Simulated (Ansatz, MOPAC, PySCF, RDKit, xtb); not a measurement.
Two conformers of C2H9NSi (SMILES CCN[SiH3]), B3LYP-D3(BJ)/def2-TZVP minima.
Conformer 1 (charge 0, multiplicity 1, Z-matrix in Å and degrees):
```
N
H 1 1.0092
C 1 1.4577 2 113.24
H 3 1.0939 1 107.80 2 175.44
H 3 1.0986 4 106.25 1 -119.97
C 3 1.5227 4 109.38 5 -118.05
H 6 1.0909 3 110.61 4 -60.47
H 6 1.0920 7 108.77 3 -122.06
H 6 1.0932 7 108.00 8 -116.64
Si 1 1.7186 2 118.14 3 -156.95
H 10 1.4813 1 107.40 2 -31.15
H 10 1.4833 11 110.86 1 118.72
H 10 1.4908 11 108.02 12 116.44
```
Conformer 2 (charge 0, multiplicity 1):
```xyz
13

C     -1.26948    -0.03734     0.97547
C     -0.99626    -0.25219    -0.50637
N      0.41174    -0.54661    -0.76686
Si     1.74859     0.36561    -0.17379
H     -2.33188     0.14723     1.14244
H     -0.97019    -0.91203     1.55466
H     -0.72321     0.82614     1.36292
H     -1.33551     0.63224    -1.06422
H     -1.59499    -1.09519    -0.86066
H      0.55858    -1.00916    -1.65036
H      2.94059    -0.13276    -0.89813
H      1.94117     0.18074     1.28420
H      1.62084     1.83334    -0.39931
```

No zero-point or thermal terms.

Correlated levels freeze the cores. Rows in 3-21G carry no dispersion term and start afresh at each structure. The state that PM3 reach isn't checked.

The values were computed with Ansatz (a quantum-chemistry and plane-wave program) with Gaussian orbitals; MOPAC for PM3 (differences of heats of formation); PySCF for 3-21G rows, the dispersion terms; RDKit for the force fields; xtb for the GFN methods. Values without a source in brackets are computed.

| level | electronic energy of conformer 2 less that of conformer 1 (meV) |
|---|---|
| UFF | 50.3 |
| GFN-FF | 28.3 |
| PM3 | 37.3 |
| HF/3-21G | 53.0 |
| r2SCAN/def2-TZVPP | 41.4 |
| B3LYP/def2-TZVPP | ___ |
| CAM-B3LYP-D3(BJ)/def2-TZVPP | 43.9 |
| CAM-B3LYP-D4/def2-TZVPP | 43.5 |
| B2PLYP-D4/def2-TZVPP | 44.0 |

Q: What belongs in the gaps?

A: 
- B3LYP/def2-TZVPP, electronic energy of conformer 2 less that of conformer 1 (meV): 63.0
